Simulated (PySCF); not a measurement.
CH$_{5}$BF$_{2}$O$_{2}$Si (SMILES OB(O)C[SiH](F)F), singlet, at a GFN2-xTB geometry; CASSCF(6,4)/STO-3G (PySCF).

Input for PySCF:
```python
from pyscf import gto, scf, mcscf
import numpy

mol = gto.Mole()
mol.atom = '''
    Si    1.306206    0.440368   -0.234471
    F     0.672111    1.896166    0.017924
    F     1.625723   -0.042757    1.257209
    C    -0.002210   -0.646977   -1.035431
    B    -1.372550   -0.740071   -0.175208
    O    -1.892793   -1.921226    0.217080
    O    -2.073760    0.355217    0.169281
    H     2.573064    0.640002   -0.897107
    H    -0.243241   -0.229741   -2.014835
    H     0.407277   -1.639391   -1.224760
    H    -1.408887   -2.709854   -0.018220
    H    -1.687172    1.203435   -0.040939
'''
mol.basis = 'sto-3g'
mol.charge = 0
mol.spin = 0
mol.verbose = 4
mol.build()

mf = scf.RHF(mol)
mf.kernel()
mc = mcscf.CASSCF(mf, 4, 6)
mc.fix_spin_(ss=0.0)
mc.kernel()
occ = numpy.linalg.eigvalsh(mc.fcisolver.make_rdm1(mc.ci, mc.ncas, mc.nelecas))[::-1]
ss = mc.fcisolver.spin_square(mc.ci, mc.ncas, mc.nelecas)[0]
print('natural occupations', occ.round(4), ' <S^2>', round(ss, 4))
```

What the program printed (banner, timings and long lists left out):

```
PySCF version 2.14.0

[INPUT] verbose = 4
[INPUT] num. atoms = 12
[INPUT] num. electrons = 64
[INPUT] charge = 0
[INPUT] spin (= nelec alpha-beta = 2S) = 0
[INPUT] symmetry False subgroup None
[INPUT] Mole.unit = angstrom
[INPUT] Symbol           X                Y                Z      unit          X                Y                Z       unit  Magmom
[INPUT]  1 Si     1.306206000000   0.440368000000  -0.234471000000 AA    2.468371602264   0.832174914022  -0.443085974153 Bohr   0.0
[INPUT]  2 F      0.672111000000   1.896166000000   0.017924000000 AA    1.270105715308   3.583234426712   0.033871451057 Bohr   0.0
[INPUT]  3 F      1.625723000000  -0.042757000000   1.257209000000 AA    3.072171224406  -0.080799019908   2.375780691338 Bohr   0.0
[INPUT]  4 C     -0.002210000000  -0.646977000000  -1.035431000000 AA   -0.004176294735  -1.222609338893  -1.956681010885 Bohr   0.0
[INPUT]  5 B     -1.372550000000  -0.740071000000  -0.175208000000 AA   -2.593743592272  -1.398531502733  -0.331095134833 Bohr   0.0
[INPUT]  6 O     -1.892793000000  -1.921226000000   0.217080000000 AA   -3.576860380494  -3.630590963394   0.410221747121 Bohr   0.0
[INPUT]  7 O     -2.073760000000   0.355217000000   0.169281000000 AA   -3.918838448078   0.671262844790   0.319894728092 Bohr   0.0
[INPUT]  8 H      2.573064000000   0.640002000000  -0.897107000000 AA    4.862386260978   1.209428499174  -1.695286534430 Bohr   0.0
[INPUT]  9 H     -0.243241000000  -0.229741000000  -2.014835000000 AA   -0.459658872265  -0.434147569584  -3.807486336188 Bohr   0.0
[INPUT] 10 H      0.407277000000  -1.639391000000  -1.224760000000 AA    0.769641986834  -3.098000001077  -2.314460968322 Bohr   0.0
[INPUT] 11 H     -1.408887000000  -2.709854000000  -0.018220000000 AA   -2.662410570460  -5.120881897557  -0.034430809990 Bohr   0.0
[INPUT] 12 H     -1.687172000000   1.203435000000  -0.040939000000 AA   -3.188293005035   2.274162558716  -0.077363497814 Bohr   0.0

nuclear repulsion = 383.497686327429
number of shells = 28
number of NR pGTOs = 132
number of NR cGTOs = 44
basis = sto-3g
ecp = {}

******** <class 'pyscf.scf.hf.RHF'> ********
method = RHF
initial guess = minao
damping factor = 0
level_shift factor = 0
DIIS = <class 'pyscf.scf.diis.CDIIS'>
diis_start_cycle = 1
diis_space = 8
diis_damp = 0
SCF conv_tol = 1e-09
SCF conv_tol_grad = None
SCF max_cycles = 50
direct_scf = True
direct_scf_tol = 1e-13
Set gradient conv threshold to 3.16228e-05
Initial guess from minao.
init E= -694.925799897589
  HOMO = -0.351551381479572  LUMO = 0.1570441157218  gap/eV = 13.83959
cycle= 1 E= -694.0197745655  delta_E= 0.906  |g|= 0.698  |ddm|= 4.13
  HOMO = -0.265320660652884  LUMO = 0.340527817125914  gap/eV = 16.48598
cycle= 2 E= -694.208394459934  delta_E= -0.189  |g|= 0.193  |ddm|= 1.26
  HOMO = -0.33362020182798  LUMO = 0.356794482904136  gap/eV = 18.78714
cycle= 3 E= -694.220570793656  delta_E= -0.0122  |g|= 0.0431  |ddm|= 0.287
  HOMO = -0.345590238025853  LUMO = 0.349051202525163  gap/eV = 18.90216
cycle= 4 E= -694.221611724703  delta_E= -0.00104  |g|= 0.011  |ddm|= 0.0931
  HOMO = -0.344233773059484  LUMO = 0.35083633241275  gap/eV = 18.91382
cycle= 5 E= -694.22168932779  delta_E= -7.76e-05  |g|= 0.00246  |ddm|= 0.0283
  HOMO = -0.344347232321426  LUMO = 0.351372602487155  gap/eV = 18.93150
cycle= 6 E= -694.221693699357  delta_E= -4.37e-06  |g|= 0.000485  |ddm|= 0.00697
  HOMO = -0.344308980543328  LUMO = 0.351335269490428  gap/eV = 18.92944
cycle= 7 E= -694.221693835704  delta_E= -1.36e-07  |g|= 6.52e-05  |ddm|= 0.00123
  HOMO = -0.34432853202484  LUMO = 0.351321271558916  gap/eV = 18.92960
cycle= 8 E= -694.221693838244  delta_E= -2.54e-09  |g|= 1.47e-05  |ddm|= 0.000154
  HOMO = -0.344325451477488  LUMO = 0.351324369488485  gap/eV = 18.92960
cycle= 9 E= -694.221693838396  delta_E= -1.52e-10  |g|= 3.02e-06  |ddm|= 3.85e-05
  HOMO = -0.34432551292435  LUMO = 0.35132434176133  gap/eV = 18.92960
Extra cycle  E= -694.221693838402  delta_E= -5.91e-12  |g|= 1.34e-06  |ddm|= 6.48e-06
converged SCF energy = -694.221693838402

******** <class 'pyscf.mcscf.mc1step.CASSCF'> ********
CAS (3e+3e, 4o), ncore = 29, nvir = 11
max_cycle_macro = 50
max_cycle_micro = 4
conv_tol = 1e-07
conv_tol_grad = None
orbital rotation max_stepsize = 0.02
orbital rotation threshold for CI restart = 0.01
augmented hessian ah_max_cycle = 30
augmented hessian ah_conv_tol = 1e-12
augmented hessian ah_linear dependence = 1e-14
augmented hessian ah_level shift = 1e-08
augmented hessian ah_start_tol = 2.5
augmented hessian ah_start_cycle = 3
augmented hessian ah_grad_trust_region = 3
kf_trust_region = 3
kf_interval = 4
ci_response_space = 4
ci_grad_trust_region = 3
with_dep4 0
natorb = False
canonicalization = True
sorting_mo_energy = False
ao2mo_level = 2
internal_rotation = False
******** <class 'pyscf.fci.addons.SpinPenaltyFCISolver'> ********
max. cycles = 50
conv_tol = 1e-08
davidson only = True
linear dependence = 1e-12
level shift = 0.001
max iter space = 12
nroots = 1
pspace_size = 400
spin = None
CASCI E = -694.225728114766  S^2 = 0.0000000
Set conv_tol_grad to 0.000316228
macro iter   1 ( 21 JK    4 micro), CASSCF E = -694.226805842159  dE = -1.07772739e-03  S^2 = 0.0000000
               |grad[o]|=0.0153  |grad[c]|=0.0142  |ddm|=0.0307  |maxRot[o]|=0.274
macro iter   2 ( 21 JK    4 micro), CASSCF E = -694.227244865322  dE = -4.39023163e-04  S^2 = 0.0000000
               |grad[o]|=0.0104  |grad[c]|=0.0116  |ddm|=0.0108  |maxRot[o]|=  0.2
macro iter   3 ( 21 JK    4 micro), CASSCF E = -694.228394220520  dE = -1.14935520e-03  S^2 = 0.0000000
               |grad[o]|=0.00796  |grad[c]|=0.0248  |ddm|=0.0645  |maxRot[o]|= 0.29
macro iter   4 ( 21 JK    4 micro), CASSCF E = -694.229493095999  dE = -1.09887548e-03  S^2 = 0.0000000
               |grad[o]|=0.00783  |grad[c]|=0.0234  |ddm|=0.0139  |maxRot[o]|=0.118
macro iter   5 ( 21 JK    4 micro), CASSCF E = -694.230466788906  dE = -9.73692908e-04  S^2 = 0.0000000
               |grad[o]|=0.00751  |grad[c]|=0.0256  |ddm|=0.0122  |maxRot[o]|=0.149
macro iter   6 ( 12 JK    3 micro), CASSCF E = -694.231384529235  dE = -9.17740329e-04  S^2 = 0.0000000
               |grad[o]|=0.00673  |grad[c]|=0.0417  |ddm|=0.00554  |maxRot[o]|= 0.14
macro iter   7 ( 21 JK    4 micro), CASSCF E = -694.231568985290  dE = -1.84456054e-04  S^2 = 0.0000000
               |grad[o]|=0.00516  |grad[c]|=0.0108  |ddm|=0.000886  |maxRot[o]|=0.119
macro iter   8 (  7 JK    2 micro), CASSCF E = -694.231788952228  dE = -2.19966939e-04  S^2 = 0.0000000
               |grad[o]|=0.00338  |grad[c]|=0.00543  |ddm|=0.00455  |maxRot[o]|=0.0697
macro iter   9 (  7 JK    2 micro), CASSCF E = -694.231931883071  dE = -1.42930842e-04  S^2 = 0.0000000
               |grad[o]|=0.00238  |grad[c]|=0.0121  |ddm|=0.00517  |maxRot[o]|=0.0697
macro iter  10 (  7 JK    2 micro), CASSCF E = -694.232055198184  dE = -1.23315114e-04  S^2 = 0.0000000
               |grad[o]|=0.00184  |grad[c]|=0.0154  |ddm|=0.00428  |maxRot[o]|=0.0697
macro iter  11 (  7 JK    2 micro), CASSCF E = -694.232169070218  dE = -1.13872033e-04  S^2 = 0.0000000
               |grad[o]|=0.00149  |grad[c]|=0.0151  |ddm|=0.00368  |maxRot[o]|=0.0697
macro iter  12 (  7 JK    2 micro), CASSCF E = -694.232268666601  dE = -9.95963838e-05  S^2 = 0.0000000
               |grad[o]|=0.00124  |grad[c]|=0.0129  |ddm|=0.0033  |maxRot[o]|=0.0697
macro iter  13 (  7 JK    2 micro), CASSCF E = -694.232339453346  dE = -7.07867440e-05  S^2 = 0.0000000
               |grad[o]|=0.00103  |grad[c]|=0.00958  |ddm|=0.00282  |maxRot[o]|=0.0697
macro iter  14 (  6 JK    2 micro), CASSCF E = -694.232362607341  dE = -2.31539958e-05  S^2 = 0.0000000
               |grad[o]|=0.0008  |grad[c]|=0.00283  |ddm|=0.000413  |maxRot[o]|=0.0409
macro iter  15 (  9 JK    3 micro), CASSCF E = -694.232365038589  dE = -2.43124816e-06  S^2 = 0.0000000
               |grad[o]|=0.000672  |grad[c]|=0.00192  |ddm|=0.000665  |maxRot[o]|=0.0279
macro iter  16 (  7 JK    2 micro), CASSCF E = -694.232372796994  dE = -7.75840476e-06  S^2 = 0.0000000
               |grad[o]|=0.00047  |grad[c]|=0.00123  |ddm|=0.000418  |maxRot[o]|=0.0313
macro iter  17 (  9 JK    2 micro), CASSCF E = -694.232374132734  dE = -1.33573985e-06  S^2 = 0.0000000
               |grad[o]|=0.000206  |grad[c]|=0.00087  |ddm|=0.000322  |maxRot[o]|=0.0156
macro iter  18 (  7 JK    2 micro), CASSCF E = -694.232374686995  dE = -5.54261305e-07  S^2 = 0.0000000
               |grad[o]|=0.000192  |grad[c]|=0.00013  |ddm|=0.000165  |maxRot[o]|=0.00544
macro iter  19 ( 11 JK    2 micro), CASSCF E = -694.232374649228  dE =  3.77675633e-08  S^2 = 0.0000000
               |grad[o]|=0.000282  |grad[c]|=0.000157  |ddm|=0.000123  |maxRot[o]|=0.00636
1-step CASSCF converged in  19 macro (229 JK  52 micro) steps
CASSCF canonicalization
Density matrix diagonal elements [1.99423452 1.9931738  1.9961129  0.01647878]
CASSCF energy = -694.232374649228
CASCI E = -694.232374649228  E(CI) = -8.82702626145647  S^2 = 0.0000000
natural occupations [1.9988 1.9932 1.9922 0.0159]  <S^2> 0.0
```
